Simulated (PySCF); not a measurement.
SMILES BrC1=CC=C[SiH2]1, C4H5BrSi

Geometry:
```
atom   x (Å)   y (Å)   z (Å)
 Br1  -1.503   3.013  -0.397
  C2  -0.519   1.444  -0.146
  C3   0.829   1.380  -0.158
  C4   1.402   0.036   0.061
  C5   0.548  -0.995   0.250
 Si6  -1.184  -0.294   0.159
  H7   1.477   2.248  -0.316
  H8   2.492  -0.080   0.063
  H9   0.896  -2.016   0.418
 H10  -2.008  -0.800  -0.977
 H11  -1.972  -0.394   1.422
```

The calculation used PySCF, quadratic response CAM-B3LYP/def2-TZVPD first hyperpolarisability, Taylor convention, gas phase. Geometry: PBE0-D3(BJ)/def2-SVP.

The calculation is non-relativistic, which matters for the atoms heavier than Zn.

(1) Give the tensor of the second harmonic β(−2ω;ω,ω) at 1064 nm in the axes of these coordinates.

## Answers

(1) In au, Taylor convention; rows are the first index (the induced dipole):
|  | xx | yy | zz | xy | xz | yz |
| --- | --- | --- | --- | --- | --- | --- |
| x | -29.3 | -109.1 | +36.7 | +51.9 | -7.1 | +24.6 |
| y | +47.4 | +135.8 | +4.5 | -104.4 | +23.6 | -20.6 |
| z | -6.4 | -20.3 | -3.6 | +23.6 | +35.4 | +5.8 |

Norm of βᵢ = ⅓ Σⱼ (βᵢⱼⱼ + βⱼᵢⱼ + βⱼⱼᵢ): 218.1 au, hyper-Rayleigh value 101.0 au.
